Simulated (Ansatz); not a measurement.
Species: ZrOF, charge 0, multiplicity 2. SMILES: [O]=[Zr][F]
Structure (B3LYP-D3(BJ)/def2-TZVP (Ansatz, a quantum-chemistry and plane-wave program) minimum search):
```xyz
3

Zr     0.1691    -0.1198     0.2485
O      0.9725    -0.0288    -1.2913
F     -1.6162     0.5582     0.0433
```
Charge 0, spin multiplicity 2.

Wanted: atomisation energy, in kcal/mol. Set-up: spin-orbit terms left out; def2 sets with scalar-relativistic core potentials past Kr; atomisation electronic, to ground-state atoms; UHF or UKS for open shells; LANL2DZ with its own core potentials from Na on; six Cartesian d functions in 6-31G* and its kin unless marked 5d; dispersion terms only where a functional's name holds one. Ab initio and DFT rows: single points at B3LYP-D3(BJ) geometries (Ansatz).

```tsv
species	coefficient	E at B3LYP/6-31G* with LANL2DZ past Ar (Ansatz), Eh	E at PBE0/def2-TZVPD (Ansatz), Eh
[O]=[Zr][F]	-1	-221.70962	-222.09500
F atom	+1	-99.71553	-99.67703
O atom	+1	-75.06062	-75.01925
Zr atom	+1	-46.42512	-46.88229
```

 1 Eh = 627.5095 kcal/mol.

Task: Work the quantity out at each level.

Result: 
- B3LYP/6-31G* with LANL2DZ past Ar: the sum of coefficient times E is 0.50835 Eh, or 318.99 kcal/mol. Result: 319.0 kcal/mol.
- PBE0/def2-TZVPD: the sum of coefficient times E is 0.51643 Eh, or 324.06 kcal/mol. Result: 324.1 kcal/mol.
